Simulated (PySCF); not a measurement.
Cl4Te, charge -1, doublet, geometry from GFN2-xTB (a state made from the parent by changing its charge; the spin is typed, not shown lowest) (all electrons, no relativity) (in this run its highest filled SCF level lies above zero, so its values depend strongly on the basis, on diffuse functions most of all); PBE0/STO-3G run with PySCF.

Here is a job for PySCF.
```python
from pyscf import gto, scf, dft

mol = gto.Mole()
mol.atom = '''
    Te    0.00024344   -0.00520567    0.19683257
    Cl    1.52359952   -1.93354330   -0.20364566
    Cl    1.93806377    1.52729837   -0.11262876
    Cl   -1.52397184    1.94150491   -0.09739239
    Cl   -1.93843609   -1.51933676   -0.18840929
'''
mol.basis = 'sto-3g'
mol.charge = -1
mol.spin = 1
mol.verbose = 4
mol.build()

mf = dft.UKS(mol)
mf.xc = 'pbe0'
mf.kernel()
```

The log (banner, timings and long lists left out):

```
PySCF version 2.14.0

[INPUT] verbose = 4
[INPUT] num. atoms = 5
[INPUT] num. electrons = 121
[INPUT] charge = -1
[INPUT] spin (= nelec alpha-beta = 2S) = 1
[INPUT] symmetry False subgroup None
[INPUT] Mole.unit = angstrom
[INPUT] Symbol           X                Y                Z      unit          X                Y                Z       unit  Magmom
[INPUT]  1 Te     0.000243440000  -0.005205670000   0.196832570000 AA    0.000460034928  -0.009837290595   0.371959649694 Bohr   0.0
[INPUT]  2 Cl     1.523599520000  -1.933543300000  -0.203645660000 AA    2.879185816319  -3.653867286988  -0.384834523856 Bohr   0.0
[INPUT]  3 Cl     1.938063770000   1.527298370000  -0.112628760000 AA    3.662409737242   2.886175629795  -0.212837510149 Bohr   0.0
[INPUT]  4 Cl    -1.523971840000   1.941504910000  -0.097392390000 AA   -2.879889399149   3.668912549398  -0.184044943717 Bohr   0.0
[INPUT]  5 Cl    -1.938436090000  -1.519336760000  -0.188409290000 AA   -3.663113320073  -2.871130367384  -0.356041957424 Bohr   0.0

nuclear repulsion = 988.983558386277
number of shells = 31
number of NR pGTOs = 189
number of NR cGTOs = 63
basis = sto-3g
ecp = {}

******** <class 'pyscf.dft.uks.UKS'> ********
method = UKS
initial guess = minao
damping factor = 0
level_shift factor = 0
DIIS = <class 'pyscf.scf.diis.CDIIS'>
diis_start_cycle = 1
diis_space = 8
diis_damp = 0
SCF conv_tol = 1e-09
SCF conv_tol_grad = None
SCF max_cycles = 50
direct_scf = True
direct_scf_tol = 1e-13
number electrons alpha = 61  beta = 60
XC library pyscf.dft.libxc version 7.1.2
    S. Lehtola, C. Steigemann, M. J. T. Oliveira, and M. A. L. Marques,  SoftwareX 7, 1–5 (2018)
XC functionals = pbe0
    C. Adamo and V. Barone,  J. Chem. Phys. 110, 6158 (1999)
    M. Ernzerhof and G. E. Scuseria,  J. Chem. Phys. 110, 5029 (1999)
radial grids:
    Treutler-Ahlrichs [JCP 102, 346 (1995); DOI:10.1063/1.469408] (M4) radial grids

becke partition: Becke, JCP 88, 2547 (1988); DOI:10.1063/1.454033
pruning grids: <function nwchem_prune>
grids dens level: 3
symmetrized grids: False
atomic radii adjust function: <function treutler_atomic_radii_adjust>
small_rho_cutoff = 0
Set gradient conv threshold to 3.16228e-05
tot grids = 97480
init E= -8348.32259502947

cycle= 1 E= -8369.24812573158  delta_E= -20.9  |g|= 0.113  |ddm|= 2.49
cycle= 2 E= -8369.25245028958  delta_E= -0.00432  |g|= 0.0367  |ddm|= 0.284
cycle= 3 E= -8369.25412773627  delta_E= -0.00168  |g|= 0.016  |ddm|= 0.164
cycle= 4 E= -8369.25448812402  delta_E= -0.00036  |g|= 0.000884  |ddm|= 0.045
cycle= 5 E= -8369.25449286085  delta_E= -4.74e-06  |g|= 0.000117  |ddm|= 0.0131
cycle= 6 E= -8369.254492981  delta_E= -1.2e-07  |g|= 2.29e-05  |ddm|= 0.00221
cycle= 7 E= -8369.25449298582  delta_E= -4.82e-09  |g|= 2.18e-06  |ddm|= 0.000479
cycle= 8 E= -8369.25449298584  delta_E= -2e-11  |g|= 7.22e-07  |ddm|= 5.05e-05
Extra cycle  E= -8369.25449298587  delta_E= -2.36e-11  |g|= 7.61e-07  |ddm|= 7.34e-06
converged SCF energy = -8369.25449298587  <S^2> = 0.75349555  2S+1 = 2.0034925
```
